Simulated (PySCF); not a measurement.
Ta(I)5, SMILES [I][Ta]([I])([I])([I])[I], singlet, CAM-B3LYP/def2-SVP optimised geometry.

```
6

Ta    -1.33     0.00     0.00
I     -2.67     0.00    -2.31
I     -1.33     2.72     0.00
I     -1.33    -2.72     0.00
I      1.33     0.00     0.00
I     -2.66     0.00     2.31
```

Density from CAM-B3LYP/def2-TZVP, def2 effective core potentials past Kr in PySCF at that geometry. The core electrons that the potentials of I, Ta replace are not part of the density.

Minimum of the electron density along straight lines between bonded atoms, close to the bond critical point (lines longer than 1.1 times the sum of covalent radii, or with two minima, are not listed):

```tsv
bond	length / Å	ρ at the minimum / e bohr⁻³	∇²ρ there / e bohr⁻⁵	position (fraction from the first atom)
Ta1–I2	2.664	0.079	0.03	0.46
Ta1–I3	2.720	0.071	0.05	0.46
Ta1–I4	2.720	0.071	0.05	0.46
Ta1–I5	2.664	0.079	0.03	0.46
Ta1–I6	2.663	0.079	0.03	0.46
```
